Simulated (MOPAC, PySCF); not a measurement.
C$_{4}$H$_{7}$BSi, SMILES `BC1=C[SiH2]C=C1`, neutral singlet in the gas phase. 

Z-matrix (Å, degrees):
```
C
C 1 1.3654
H 2 1.0841 1 120.76
C 1 1.4907 2 114.22 3 -179.98
C 4 1.3465 1 118.40 2 0.01
H 5 1.0827 4 122.20 1 -180.00
H 4 1.0884 5 123.17 6 0.00
B 1 1.5409 2 121.82 3 0.24
H 8 1.1956 1 119.18 2 -0.57
H 8 1.1971 9 119.69 1 -179.93
Si 5 1.8578 6 130.87 4 -179.97
H 11 1.4881 5 114.83 6 63.22
H 11 1.4881 12 108.26 2 -125.96
```
Charge 0, spin multiplicity 1.

All levels are single points at this geometry (r2SCAN-D4/def2-TZVP); Pople sets use spherical d functions. Orbital energies aren't observables, and empty levels follow the basis.

HF/STO-3G in PySCF gives dipole (D) = 1.51.

Question: Estimate the dipole (D) from each of these levels: r2SCAN-D4/def2-TZVP in PySCF; B3LYP/3-21G in PySCF; B3LYP/6-311+G** in PySCF; B3LYP/6-31G* in PySCF; B3LYP/LANL2DZ in PySCF; M06-2X/6-31G* in PySCF; PBE/6-31G* in PySCF; SVWN5/6-31G* in PySCF; HF/6-31G* in PySCF; AM1 in MOPAC; PM3 in MOPAC; PM6 in MOPAC.

Answer: 
| level | dipole (D) |
|---|---|
| r2SCAN-D4/def2-TZVP in PySCF | 0.85 |
| B3LYP/3-21G in PySCF | 1.08 |
| B3LYP/6-311+G** in PySCF | 0.86 |
| B3LYP/6-31G* in PySCF | 0.84 |
| B3LYP/LANL2DZ in PySCF | 1.15 |
| M06-2X/6-31G* in PySCF | 0.69 |
| PBE/6-31G* in PySCF | 0.96 |
| SVWN5/6-31G* in PySCF | 1.06 |
| HF/6-31G* in PySCF | 0.47 |
| AM1 in MOPAC | 0.67 |
| PM3 in MOPAC | 1.80 |
| PM6 in MOPAC | 0.21 |
